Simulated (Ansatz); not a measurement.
`C=CC[SiH](F)F` + `CBr` → `C[SiH](F)F` + `C=CCBr` at 700 K and 1 bar (formal exchange of groups at the Si–C bond).

Gas-phase electronic energies from Ansatz, PBE0-D4/def2-TZVP geometries. CCSD(T)/CBS is the MP2 limit (def2-TZVPP, def2-QZVPP) plus CCSD(T) − MP2 in def2-TZVPP, frozen cores. For Br outer-core shells are correlated without core-valence functions, which leaves a few kJ/mol of doubt a bond. Scalar relativity is left out up to krypton. One conformer a species, not always the lowest.

```json
{"species": "`C=CC[SiH](F)F`", "CCSD(T)/CBS energy (Eh)": "-606.56052", "H − E (kJ/mol)": "309.9", "S (J/(mol·K))": "491.2"}
{"species": "`CBr`", "CCSD(T)/CBS energy (Eh)": "-2613.17401", "H − E (kJ/mol)": "130.7", "S (J/(mol·K))": "291.4"}
{"species": "`C[SiH](F)F`", "CCSD(T)/CBS energy (Eh)": "-529.27654", "H − E (kJ/mol)": "195.3", "S (J/(mol·K))": "396.3"}
{"species": "`C=CCBr`", "CCSD(T)/CBS energy (Eh)": "-2690.46304", "H − E (kJ/mol)": "244.6", "S (J/(mol·K))": "395.1"}
```

H − E and S are ideal-gas, rigid-rotor, harmonic terms from PBE0-D4/def2-TZVP, for one conformer and one mirror image of each species. 1 Eh = 2625.50 kJ/mol, R = 8.31446 J/(mol·K).

**Question.** By hand: ΔE, ΔH, ΔS and ΔG.

**Answer.** ΔE = (-529.27654) + (-2690.46304) − (-606.56052) − (-2613.17401) = -0.00505 Eh = -13.3 kJ/mol. Δ(H − E) = 195.3 + 244.6 − 309.9 − 130.7 = -0.7, so ΔH = -14.0 kJ/mol. ΔS = 396.3 + 395.1 − 491.2 − 291.4 = 8.8 J/(mol·K). ΔG = -14.0 − 700 × (8.8)/1000 = -20.2 kJ/mol.

**Question.** By hand: the equilibrium constant, and the temperature at which ΔG would vanish if ΔH and ΔS stayed fixed.

**Answer.** log₁₀ K = −ΔG/(RT ln 10) = 1.5. ΔH and −TΔS have one sign here, so there is no such temperature.

TΔS isn't small against ΔH here. A doubt of 5 kJ/mol in ΔE shifts log₁₀ K by 0.4 here. Other conformers and mirror images would add mixing entropy, several J/(mol·K) or more a flexible species. Modes under 60 cm⁻¹, often nearly free rotors, make the harmonic entropy too high. These are equilibria of isolated gas molecules and say nothing of rates. Largest T1 diagnostic: 0.011 (customary marks: 0.02 for closed shells, 0.045 for open ones).

ΔS is within the doubt of such terms, so its sign, and with it that verdict, could turn.
